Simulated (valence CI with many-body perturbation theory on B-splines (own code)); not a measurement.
**E1 transitions of Tm62+**

Method: valence CI with perturbative core correlation (CI+MBPT): five valence electrons over a frozen Dirac-Fock core [He], radial functions for each j: 9 s, 9 p, 8 d, 6 f, 3 g, 1 h, with the one-electron correlation potential Σ1 (screened to all orders), the two-electron term Σ2, the three-electron term Σ3, Breit, model QED; selected single and double excitations, second order for the rest (own B-spline code, finite nucleus).

The last digits are not significant, and no measured levels were compared; by estimate large intervals hold to a few tenths of a per cent, small ones and those within an open d or f shell to about a per cent. Among the levels kept, up to 1100 cm⁻¹ of a level comes from second order outside the variational space, and about a tenth of that is noise between levels of different J, which matters for small intervals.

Lines 1 to 50 of 256 in falling wavelength, among levels below 699.43 Ry, chosen from the strongest by gf and those to the six lowest levels. Wavelengths and rates use the calculated energies. Electric multipoles are in the length gauge, E1 and E2 with the static RPA response of the core. Weak lines are less certain than strong ones. Lines between different terms over intervals too small for the method are left out, as are lines whose strength nearly cancels. The highest levels of a list are the least certain.

Levels are named by their leading jj configuration (3d3/2^4 stands for four electrons in 3d with j = 3/2), which in mixed levels can hold well under half, so a name can repeat and another be missing. Letters in brackets count levels of one name in rising energy.

| λ vac (Å) | Upper | Lower | A (s⁻¹) | S (a.u.) |
| --- | --- | --- | --- | --- |
| 158.9 | (2s 2p1/2^2 2p3/2 3p1/2) J=5/2 | (2s 2p1/2^2 2p3/2 3s) J=3/2 [a] | 2.58e+09 | 3.07e-02 |
| 142.2 | (2s^2 2p1/2 2p3/2 3p1/2) J=5/2 | (2s^2 2p1/2 2p3/2 3s) J=3/2 [b] | 3.69e+09 | 3.14e-02 |
| 139.3 | (2s 2p1/2^2 2p3/2 3p1/2) J=3/2 [b] | (2s 2p1/2^2 2p3/2 3s) J=3/2 [b] | 4.05e+09 | 2.16e-02 |
| 132.8 | (2s^2 2p1/2 2p3/2 3p1/2) J=5/2 | (2s^2 2p1/2 2p3/2 3s) J=5/2 | 4.28e+09 | 2.96e-02 |
| 131.5 | (2s^2 2p1/2^2 3p1/2) J=1/2 | (2s^2 2p1/2^2 3s) J=1/2 | 9.51e+09 | 2.14e-02 |
| 125.0 | (2s 2p1/2^2 2p3/2 3p1/2) J=3/2 [b] | (2s 2p1/2^2 2p3/2 3s) J=1/2 | 4.52e+09 | 1.74e-02 |
| 124.8 | (2s^2 2p1/2 2p3/2 3p1/2) J=3/2 [a] | (2s^2 2p1/2 2p3/2 3s) J=3/2 [a] | 5.09e+09 | 1.95e-02 |
| 119.0 | (2s 2p1/2^2 2p3/2 3p1/2) J=3/2 [a] | (2s 2p1/2^2 2p3/2 3s) J=5/2 | 1.03e+10 | 3.41e-02 |
| 117.9 | (2s 2p1/2^2 2p3/2 3p1/2) J=5/2 | (2s 2p1/2^2 2p3/2 3s) J=5/2 | 6.80e+09 | 3.30e-02 |
| 95.12 | (2s^2 2p1/2 2p3/2 3p1/2) J=3/2 [b] | (2s^2 2p1/2 2p3/2 3s) J=5/2 | 1.65e+10 | 2.80e-02 |
| 82.50 | (2s^2 2p1/2 2p3/2 3d5/2) J=3/2 [a] | (2s^2 2p1/2 2p3/2 3p3/2) J=3/2 [b] | 1.04e+10 | 1.16e-02 |
| 80.52 | (2s^2 2p1/2 2p3/2 3d5/2) J=3/2 [b] | (2s^2 2p1/2 2p3/2 3p3/2) J=1/2 [b] | 1.55e+10 | 1.60e-02 |
| 78.04 | (2s^2 2p1/2 2p3/2 3d5/2) J=1/2 | (2s^2 2p1/2 2p3/2 3p3/2) J=1/2 [b] | 2.35e+10 | 1.10e-02 |
| 76.31 | (2s^2 2p1/2 2p3/2 3d5/2) J=5/2 [b] | (2s^2 2p1/2 2p3/2 3p3/2) J=5/2 [b] | 1.17e+10 | 1.54e-02 |
| 76.01 | (2s 2p1/2^2 2p3/2 3d5/2) J=5/2 | (2s 2p1/2^2 2p3/2 3p3/2) J=5/2 [a] | 1.58e+10 | 2.06e-02 |
| 74.98 | (2s 2p1/2^2 2p3/2 3d5/2) J=9/2 | (2s 2p1/2^2 2p3/2 3p3/2) J=7/2 | 4.92e+10 | 1.02e-01 |
| 73.87 | (2s^2 2p1/2 2p3/2 3d5/2) J=7/2 [a] | (2s^2 2p1/2 2p3/2 3p3/2) J=5/2 [a] | 4.14e+10 | 6.59e-02 |
| 73.60 | (2s^2 2p1/2 2p3/2 3d5/2) J=5/2 [b] | (2s^2 2p1/2 2p3/2 3p3/2) J=3/2 [b] | 2.44e+10 | 2.88e-02 |
| 72.82 | (2s^2 2p1/2 2p3/2 3d5/2) J=7/2 [b] | (2s^2 2p1/2 2p3/2 3p3/2) J=5/2 [b] | 3.96e+10 | 6.03e-02 |
| 71.86 | (2s^2 2p1/2 2p3/2 3d5/2) J=9/2 | (2s^2 2p1/2 2p3/2 3p3/2) J=7/2 | 5.18e+10 | 9.48e-02 |
| 71.40 | (2s^2 2p1/2^2 3d5/2) J=5/2 | (2s^2 2p1/2^2 3p3/2) J=3/2 | 5.33e+10 | 5.75e-02 |
| 68.94 | (2s 2p1/2^2 2p3/2 3d5/2) J=5/2 | (2s 2p1/2^2 2p3/2 3p3/2) J=3/2 [a] | 3.51e+10 | 3.41e-02 |
| 68.93 | (2s^2 2p1/2 2p3/2 3d5/2) J=5/2 [a] | (2s^2 2p1/2 2p3/2 3p3/2) J=3/2 [a] | 3.99e+10 | 3.87e-02 |
| 68.86 | (2s^2 2p1/2 2p3/2 3d5/2) J=3/2 [a] | (2s^2 2p1/2 2p3/2 3p3/2) J=1/2 [a] | 2.97e+10 | 1.92e-02 |
| 63.03 | (2s^2 2p1/2 2p3/2 3d5/2) J=7/2 [b] | (2s^2 2p1/2 2p3/2 3p3/2) J=7/2 | 1.21e+10 | 1.19e-02 |
| 59.29 | (2s^2 2p1/2 2p3/2 3d5/2) J=3/2 [b] | (2s^2 2p1/2 2p3/2 3p3/2) J=3/2 [a] | 3.11e+10 | 1.28e-02 |
| 50.07 | (2s 2p1/2^2 2p3/2 3d3/2) J=7/2 | (2s^2 2p1/2 2p3/2 3d3/2) J=5/2 [b] | 1.53e+10 | 7.61e-03 |
| 45.35 | (2s 2p1/2^2 2p3/2 3p3/2) J=7/2 | (2s^2 2p1/2 2p3/2 3p3/2) J=5/2 [a] | 6.02e+10 | 2.22e-02 |
| 43.06 | (2s 2p1/2^2 2p3/2^2) J=5/2 | (2s^2 2p1/2 2p3/2^2) J=5/2 | 1.67e+10 | 3.94e-03 |
| 39.90 | (2s 2p1/2^2 2p3/2^2) J=5/2 | (2s^2 2p1/2 2p3/2^2) J=3/2 | 2.73e+10 | 5.13e-03 |
| 38.11 | (2s 2p1/2^2 2p3/2 3p3/2) J=5/2 [b] | (2s^2 2p1/2 2p3/2 3p3/2) J=3/2 [b] | 5.59e+10 | 9.16e-03 |
| 37.61 | (2s 2p1/2^2 2p3/2 3p3/2) J=5/2 [a] | (2s 2p1/2^2 2p3/2 3s) J=3/2 [b] | 4.26e+10 | 6.71e-03 |
| 36.73 | (2s 2p1/2^2 2p3/2^2) J=1/2 | (2s^2 2p1/2 2p3/2^2) J=1/2 | 6.07e+10 | 2.97e-03 |
| 36.59 | (2s 2p1/2^2 2p3/2^2) J=3/2 | (2s^2 2p1/2 2p3/2^2) J=1/2 | 4.34e+07 | 4.19e-06 |
| 36.40 | (2s 2p1/2^2 2p3/2 3d3/2) J=5/2 [b] | (2s^2 2p1/2 2p3/2 3d3/2) J=7/2 | 4.09e+10 | 5.85e-03 |
| 35.85 | (2s 2p1/2^2 2p3/2 3p3/2) J=5/2 [b] | (2s^2 2p1/2 2p3/2 3p3/2) J=7/2 | 4.01e+10 | 5.47e-03 |
| 33.15 | (2s^2 2p1/2 2p3/2 3d3/2) J=5/2 [b] | (2s^2 2p1/2 2p3/2 3p1/2) J=3/2 [b] | 2.57e+11 | 2.78e-02 |
| 32.64 | (2s^2 2p1/2 2p3/2 3p3/2) J=3/2 [a] | (2s^2 2p1/2 2p3/2 3s) J=3/2 [b] | 2.46e+11 | 1.69e-02 |
| 32.63 | (2s^2 2p1/2 2p3/2 3d3/2) J=3/2 [b] | (2s^2 2p1/2 2p3/2 3p1/2) J=3/2 [b] | 3.11e+11 | 2.13e-02 |
| 32.61 | (2s^2 2p1/2 2p3/2 3d3/2) J=5/2 [a] | (2s^2 2p1/2 2p3/2 3p1/2) J=5/2 | 7.98e+10 | 8.19e-03 |
| 32.47 | (2s 2p1/2^2 2p3/2 3p3/2) J=3/2 [a] | (2s 2p1/2^2 2p3/2 3s) J=3/2 [a] | 5.02e+11 | 3.39e-02 |
| 32.25 | (2s 2p1/2^2 2p3/2 3d3/2) J=3/2 [b] | (2s 2p1/2^2 2p3/2 3p1/2) J=3/2 [b] | 1.45e+11 | 9.61e-03 |
| 32.15 | (2s 2p1/2^2 2p3/2^2) J=3/2 | (2s^2 2p1/2 2p3/2^2) J=5/2 | 6.92e+10 | 4.54e-03 |
| 32.11 | (2s 2p1/2^2 2p3/2 3d3/2) J=3/2 [b] | (2s 2p1/2^2 2p3/2 3p1/2) J=1/2 | 2.01e+11 | 1.32e-02 |
| 31.98 | (2s 2p1/2^2 2p3/2 3d3/2) J=5/2 [a] | (2s 2p1/2^2 2p3/2 3p1/2) J=5/2 | 2.60e+11 | 2.52e-02 |
| 31.90 | (2s 2p1/2^2 2p3/2 3d3/2) J=5/2 [a] | (2s 2p1/2^2 2p3/2 3p1/2) J=3/2 [a] | 2.24e+11 | 2.15e-02 |
| 31.87 | (2s^2 2p1/2 2p3/2 3d3/2) J=1/2 [b] | (2s^2 2p1/2 2p3/2 3p1/2) J=3/2 [b] | 4.11e+11 | 1.31e-02 |
| 31.67 | (2s 2p1/2^2 2p3/2 3p3/2) J=5/2 [b] | (2s 2p1/2^2 2p3/2 3s) J=3/2 [b] | 6.10e+11 | 5.74e-02 |
| 31.61 | (2s^2 2p1/2 2p3/2 3d3/2) J=3/2 [a] | (2s^2 2p1/2 2p3/2 3p1/2) J=3/2 [a] | 2.03e+11 | 1.27e-02 |
| 31.60 | (2s 2p1/2^2 2p3/2 3d3/2) J=3/2 [a] | (2s 2p1/2^2 2p3/2 3p1/2) J=5/2 | 1.12e+11 | 7.00e-03 |
